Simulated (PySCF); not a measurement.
Compound: [RuNF4]- (charge -1 and singlet state).
Bonds: Ru1–N2, Ru1–F3, Ru1–F4, Ru1–F5, Ru1–F6.

Computed, not measured: PBE0-D3(BJ)/def2-SVP geometry optimisation, gas phase, def2 core potentials past Kr in PySCF.

Question: List the bond lengths and angles at this level.

Answer: 
```csv
bond,length (pm)
Ru1–N2,156.6
Ru1–F3 and 3 like bonds,190.4
```

Bonds in one row agree within 1 pm and their mean is given. A selection of angles:
```csv
angle,degrees
N2–Ru1–F3,107.0
F3–Ru1–F4,85.1
F3–Ru1–F5,146.0
```

Ru1 (ruthenium bonded to 4 F and N) is square pyramidal (τ5 = (β − α)/60° = 0.01 from the two widest angles, 146.0° and 145.6° (0 for a square pyramid, 1 for a trigonal bipyramid)). All 4 F–Ru bonds measure 1.903 to 1.904 Å.

Point group: C4v (tolerance 0.08 Å). No frequency check. The geometry's basis has no diffuse functions, a weakness for an anion.

On Arm Neoverse V2, one thread, no GPU, shared host, this took 29 s wall and 0.40 GiB of memory at its peak. This is the geometry optimisation.
